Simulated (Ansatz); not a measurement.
Total energies of Cl₂F₂Hf, SMILES `[F][Hf]([F])([Cl])[Cl]`.

Z-matrix (Å, degrees):
```
Hf
F 1 1.886
Cl 1 2.331 2 109.4
Cl 1 2.331 2 109.4 3 121.5
F 1 1.886 2 108.3 3 -119.2
```

Total charge 0; spin multiplicity 1. Correlated methods include outer-core shells of Hf, which these sets cover unevenly. Hf: def2 effective core potential. All single points use the PBE0-D4/def2-TZVP geometry. Basis def2-TZVPP, Ansatz.

RPA on PBE orbitals: Hartree–Fock energy of these orbitals -1165.74831 Eh, correlation -1.80756 Eh (frozen core).

```json
{"functional": "PBE", "energy without D4 (Eh)": "-1168.03279", "D4 term (kJ/mol)": "-12.1"}
{"functional": "revPBE", "energy without D4 (Eh)": "-1168.38391", "D4 term (kJ/mol)": "-24.9"}
{"functional": "BLYP", "energy without D4 (Eh)": "-1168.54026", "D4 term (kJ/mol)": "-24.3"}
{"functional": "r2SCAN", "energy without D4 (Eh)": "-1168.46197", "D4 term (kJ/mol)": "-2.9"}
{"functional": "B97M-V", "energy without D4 (Eh)": "-1168.27529", "D4 term (kJ/mol)": "–"}
{"functional": "B3LYP", "energy without D4 (Eh)": "-1168.61971", "D4 term (kJ/mol)": "-19.6"}
{"functional": "r2SCAN0", "energy without D4 (Eh)": "-1168.37942", "D4 term (kJ/mol)": "-3.6"}
{"functional": "HSE06 (plane-wave form)", "energy without D4 (Eh)": "-1168.04271", "D4 term (kJ/mol)": "-10.1"}
{"functional": "BHLYP", "energy without D4 (Eh)": "-1168.39951", "D4 term (kJ/mol)": "-19.0"}
{"functional": "CAM-B3LYP", "energy without D4 (Eh)": "-1168.51889", "D4 term (kJ/mol)": "-11.2"}
{"functional": "LC-ωPBE", "energy without D4 (Eh)": "-1168.23319", "D4 term (kJ/mol)": "–"}
{"functional": "ωB97X-V", "energy without D4 (Eh)": "-1168.34522", "D4 term (kJ/mol)": "–"}
{"functional": "ωB97M-V", "energy without D4 (Eh)": "-1168.40779", "D4 term (kJ/mol)": "–"}
{"functional": "PBE-QIDH", "energy without D4 (Eh)": "-1167.79980", "D4 term (kJ/mol)": "–"}
```

(1) Give the same for LDA (SPW92), PBE0, r2SCANh, B2PLYP. (An estimate is asked.)

B3LYP takes the VWN-RPA correlation (the form of Gaussian; ORCA's B3LYP/G). HSE06 is the plane-wave form, built on full-range PBE exchange. The double hybrids freeze the cores in their second-order part.

Answers

(1) The calculation gave: 
| functional | energy without D4 (Eh) | D4 term (kJ/mol) |
| --- | --- | --- |
| LDA (SPW92) | -1164.22717 | – |
| PBE0 | -1168.06707 | -10.6 |
| r2SCANh | -1168.42821 | -3.2 |
| B2PLYP | -1168.11312 | – |

LC-ωPBE has ω = 0.4 bohr⁻¹.
